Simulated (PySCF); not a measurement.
SMILES N#C[SiH2]B(O)O (CH4BNO2Si), B3LYP/def2-SVP optimised geometry.

```
10

N      2.11    -2.09     0.02
C      1.97    -0.93     0.01
Si     1.51     0.89     0.00
B     -0.54     0.89     0.00
O     -1.27    -0.26     0.00
O     -1.17     2.09     0.00
H      2.13     1.49     1.21
H      2.13     1.47    -1.22
H     -0.75    -1.08     0.00
H     -2.13     2.00     0.00
```

Density from B3LYP/def2-TZVP (PySCF) at that geometry.

Minimum of the electron density along straight lines between bonded atoms, close to the bond critical point (lines longer than 1.1 times the sum of covalent radii, or with two minima, are not listed):

```csv
bond,length / Å,ρ at the minimum / e bohr⁻³,∇²ρ there / e bohr⁻⁵,position (fraction from the first atom)
N1–C2,1.162,0.492,[?],0.66
C2–Si3,1.877,0.106,[?],0.61
Si3–B4,2.045,0.114,[?],0.39
B4–O5,1.359,0.211,0.93,0.33
B4–O6,1.355,0.215,0.94,0.33
Si3–H7,1.489,0.122,0.14,0.49
Si3–H8,1.489,0.122,0.14,0.49
O5–H9,0.967,0.352,-2.42,0.81
O6–H10,0.970,0.350,-2.35,0.80
```

Fill in the missing entries.


- N1–C2, ∇²ρ there / e bohr⁻⁵: -0.29
- C2–Si3, ∇²ρ there / e bohr⁻⁵: 0.28
- Si3–B4, ∇²ρ there / e bohr⁻⁵: -0.11
